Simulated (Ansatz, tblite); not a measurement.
Forces on Cd₁₀Te₁₀H₃₀ at its PBE-D4/def2-SVP geometry. Total charge 0; singlet.

In the def2 sets Cd, Te take a core potential; there is no spin–orbit coupling. The xTB rows come from tblite. Single mean-field runs in def2-TZVP are fitted with def2-universal-jkfit.

GFN2-xTB (tblite), largest force 0.80 eV/Å:

```xyz
50
positions Å, forces eV/Å
Cd   -3.786   -0.429    1.195   -0.151    0.105    0.156
Cd   -2.361    4.179   -2.749    0.113    0.184    0.470
Cd   -0.682    0.604    3.941   -0.177    0.133    0.122
Cd    2.644    4.704    0.699   -0.518    0.207   -0.003
Cd   -3.338    0.972   -4.023    0.338   -0.088   -0.710
Cd   -0.585   -3.334    1.554   -0.120   -0.229   -0.034
Cd    1.416   -2.717   -4.230   -0.554   -0.042   -0.035
Cd    0.528    0.662   -0.921   -0.017    0.107   -0.092
Cd    4.162    1.753    1.993    0.686   -0.164   -0.379
Cd    3.709   -2.987   -1.525    0.649    0.342   -0.124
Te   -3.615    2.238   -0.338   -0.613    0.368   -0.052
Te   -3.953   -1.822   -1.499   -0.675   -0.291   -0.014
Te   -0.945   -0.519    1.322   -0.335   -0.007    0.322
Te    0.274    3.503   -1.061    0.238    0.193   -0.294
Te    0.638    3.180    2.935    0.106    0.532    0.451
Te    2.093   -0.569    4.155    0.209   -0.134    0.696
Te   -0.586   -0.401   -3.314    0.115    0.033   -0.394
Te   -0.069   -3.826   -1.435   -0.032   -0.552   -0.246
Te    2.422   -3.735    1.932   -0.185   -0.415    0.375
Te    3.104   -0.235   -0.151    0.537   -0.006   -0.180
H    -5.115   -0.586    2.245    0.217   -0.025   -0.176
H    -2.272    2.733   -3.719   -0.012    0.318   -0.105
H    -2.741    5.730   -2.196   -0.059   -0.323   -0.227
H    -1.684    0.779    5.305    0.203   -0.072   -0.222
H     2.222    6.331    0.866    0.239   -0.330    0.062
H     3.553    3.213    0.679    0.120    0.291   -0.084
H    -3.972    0.712   -2.370   -0.185    0.056    0.102
H    -3.521    0.841   -5.708   -0.194   -0.105    0.540
H    -1.527   -4.551    2.296    0.151    0.190   -0.061
H     0.589   -3.470   -5.494    0.310    0.051    0.270
H     2.674   -2.201   -3.134    0.041   -0.003   -0.317
H     2.678    1.654    3.013   -0.061    0.106    0.116
H     5.864    1.697    1.969   -0.507   -0.047    0.282
H     2.324   -3.775   -0.693   -0.050   -0.180   -0.015
H     5.361   -3.012   -1.935   -0.461   -0.209    0.273
H    -5.261    2.473   -0.587    0.599   -0.017    0.213
H    -3.714    3.231    1.054   -0.083   -0.117   -0.233
H    -5.591   -1.545   -1.734    0.578   -0.231    0.129
H    -4.334   -3.322   -0.779   -0.003    0.298   -0.268
H     1.243    3.455   -2.434   -0.223   -0.019    0.300
H    -0.687    4.223    3.243    0.309   -0.130    0.028
H     1.274    3.594    4.434   -0.352   -0.093   -0.484
H     2.789    0.275    5.432   -0.285   -0.435   -0.396
H     1.634   -1.797    5.261    0.258    0.252   -0.160
H     0.308    0.699   -4.219   -0.226   -0.220    0.256
H    -1.693   -4.219   -1.837    0.279   -0.099    0.040
H     0.230   -5.465   -1.198   -0.252    0.526   -0.083
H     2.163   -5.354    1.554    0.134    0.528    0.256
H     2.220   -4.135    3.583    0.163   -0.034   -0.410
H     3.920    0.572   -1.377   -0.261   -0.201    0.340
```

r2SCAN-D4/def2-TZVP (Ansatz), largest force 0.58 eV/Å:

```
Cd -0.026 -0.008 0.056
Cd -0.018 0.020 0.024
Cd -0.054 -0.009 0.034
Cd -0.024 0.020 0.027
Cd -0.016 0.000 -0.037
Cd -0.060 -0.035 0.035
Cd -0.026 -0.029 0.002
Cd 0.019 0.008 -0.020
Cd 0.050 0.008 0.019
Cd 0.056 -0.012 -0.018
Te -0.418 0.259 0.253
Te -0.478 -0.277 0.115
Te -0.090 -0.047 0.098
Te 0.230 -0.045 -0.301
Te -0.151 0.327 0.419
Te 0.057 -0.065 0.573
Te 0.236 0.264 -0.188
Te -0.269 -0.471 -0.027
Te -0.122 -0.463 0.291
Te 0.154 0.190 -0.295
H 0.138 0.013 -0.110
H -0.026 0.101 0.052
H 0.034 -0.163 -0.071
H 0.106 -0.018 -0.144
H 0.063 -0.177 -0.021
H -0.046 0.115 0.013
H 0.013 0.030 -0.139
H 0.014 0.010 0.173
H 0.096 0.121 -0.071
H 0.099 0.079 0.123
H -0.066 -0.047 -0.086
H 0.126 0.026 -0.052
H -0.168 0.002 0.010
H 0.104 0.026 -0.065
H -0.178 -0.002 0.051
H 0.363 -0.052 0.049
H 0.006 -0.203 -0.279
H 0.359 -0.047 0.051
H 0.074 0.315 -0.144
H -0.205 0.012 0.284
H 0.273 -0.209 -0.050
H -0.140 -0.100 -0.330
H -0.170 -0.191 -0.304
H 0.093 0.262 -0.220
H -0.196 -0.236 0.194
H 0.324 0.058 0.088
H -0.065 0.368 -0.045
H 0.056 0.360 0.075
H 0.034 0.080 -0.354
H -0.167 -0.170 0.260
```

PBE0-D4/def2-TZVP (Ansatz), largest force 0.64 eV/Å:

```
Cd 0.071 0.001 -0.027
Cd 0.017 -0.020 0.028
Cd 0.022 -0.022 -0.071
Cd -0.032 -0.026 0.006
Cd 0.011 0.003 0.002
Cd 0.012 0.064 -0.020
Cd -0.029 0.011 0.038
Cd 0.012 -0.015 0.002
Cd -0.001 -0.008 -0.005
Cd 0.013 0.013 -0.007
Te -0.451 0.285 0.331
Te -0.515 -0.293 0.178
Te -0.073 -0.044 0.070
Te 0.249 -0.136 -0.318
Te -0.217 0.349 0.477
Te 0.016 -0.089 0.637
Te 0.283 0.318 -0.123
Te -0.357 -0.517 0.004
Te -0.194 -0.498 0.325
Te 0.087 0.236 -0.337
H 0.079 0.009 -0.065
H -0.004 0.074 0.033
H 0.012 -0.082 -0.039
H 0.062 -0.008 -0.085
H 0.039 -0.091 -0.009
H -0.037 0.085 -0.009
H -0.014 0.000 -0.059
H 0.002 -0.004 0.081
H 0.059 0.071 -0.044
H 0.054 0.036 0.057
H -0.048 -0.017 -0.064
H 0.064 0.011 0.000
H -0.076 -0.005 0.012
H 0.048 -0.009 -0.008
H -0.087 -0.004 0.035
H 0.415 -0.072 0.038
H 0.029 -0.253 -0.350
H 0.408 -0.041 0.042
H 0.105 0.371 -0.176
H -0.228 0.015 0.316
H 0.336 -0.266 -0.083
H -0.138 -0.121 -0.382
H -0.183 -0.202 -0.360
H 0.111 0.312 -0.282
H -0.220 -0.266 0.215
H 0.407 0.098 0.105
H -0.052 0.424 -0.056
H 0.074 0.410 0.069
H 0.050 0.111 -0.417
H -0.189 -0.193 0.293
```
